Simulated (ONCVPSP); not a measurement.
## boron: variants of one ONCV potential

Base potential:

B, optimised norm-conserving Vanderbilt (ONCV), made with ONCVPSP 4.0.1 (BLYP, non-relativistic). Core [He], reference 2s1.5 2p1.5. Waves: 2s: rc 1.65 bohr, ncon 4, nbas 9, qcut 3.9 1/bohr, 2 projectors, debl 0.7 Ha; 2p: rc 2.75 bohr, ncon 3, nbas 8, qcut 4.2 1/bohr, 2 projectors, debl 0.7 Ha; d scattering state at 0.1 Ha: rc 2.25 bohr, ncon 4, nbas 9, qcut 3.9 1/bohr, 3 projectors, debl 3.6 Ha. Local part: polynomial inside 1.40 bohr (lpopt 2, dvloc0 0 Ha). Core correction: polynomial model core, fcfact 0.45.

All-electron outer shells of the reference configuration (BLYP, non-relativistic, ld1.x):

```json
{"shell": "1s", "level (eV)": "-181.56", "outermost node (bohr)": "–", "outermost maximum (bohr)": "0.21"}
{"shell": "2s", "level (eV)": "-9.54", "outermost node (bohr)": "0.46", "outermost maximum (bohr)": "1.50"}
{"shell": "2p", "level (eV)": "-3.76", "outermost node (bohr)": "–", "outermost maximum (bohr)": "1.53"}
```

Cutoffs, loose and tight: the cutoffs (Ha) at which the residual kinetic energy of the hardest occupied pseudo-wave falls to 1 and 0.1 mHa per electron. They do not see the model core or the augmentation charge, which bear on the density cutoff. Test errors are all-electron minus pseudo excitation energies from the reference, over the configurations 2s2 2p1; 2s2 2p0; 2s1 2p0; 2s1 2p2. A dash means not determined; rows that change the core or the reference have their own tests. The largest error is taken over the tests solved by every variant that gives reliable tests at all: 2s1 2p0; 2s2 2p0; 2s2 2p1.

For the base: The cutoffs count occupied waves only; projector 3 of the d channel, the hardest unoccupied one, needs 24 Ha at the loose tolerance.

```csv
change,outcome,"cutoff, loose","cutoff, tight",bound ghosts,GHOST(+) flags above zero,largest test error (meV)
base,generated,8.2 Ha,71 Ha,none,none,+435
d: rc 3.04,generated,8.2 Ha,71 Ha,none,none,+435
reference 2s2 2p1,generated,8.2 Ha,71 Ha,none,none,+286 over the solved tests; 1 of 4 tests not solved or not reliable
"core correction polynomial model core, fcfact 0.24",generated,8.2 Ha,71 Ha,none,none,+441
functional PW91,generated,8.2 Ha,71 Ha,none,none,+411
p: nproj 3,generated,8.2 Ha,71 Ha,none,none,+435
d: rc 2.24,generated,8.2 Ha,71 Ha,none,none,+435
"all radii but the core radius scaled by about 0.87 (s 1.44, p 2.40, d 1.96 bohr); local potential polynomial inside 1.22 bohr (lpopt 2, dvloc0 0 Ha)",generated,18 Ha,101 Ha,none,none,+318
s: qcut 4.4,generated,8.4 Ha,32 Ha,none,none,+438
```
